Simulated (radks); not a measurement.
The numbers below are computed, except where a source is named.
Q: The dysprosium ion Dy6+ is in [Xe] 4f(5/2: 6, 7/2: 0). Code: a radial shooting solver on a logarithmic mesh with Libxc functionals. Model: Dirac Kohn-Sham, BLYP, spin-unpolarised, spherical densities, finite nucleus; Fermi nuclear charge, rms radius of each element as measured or else 0.836 A^(1/3) + 0.57 fm. Sub-shells are occupied by j as written (lower j first in brackets). One electron is removed from 5p1/2, 5s1/2, 5p3/2, 4f5/2 in turn, with full relaxation. Which removal costs least, and what does each cost?

A: 5p3/2 110.01 eV; 4f5/2 115.35 eV; 5p1/2 117.15 eV; 5s1/2 141.12 eV. The 5p3/2 electron leaves first.
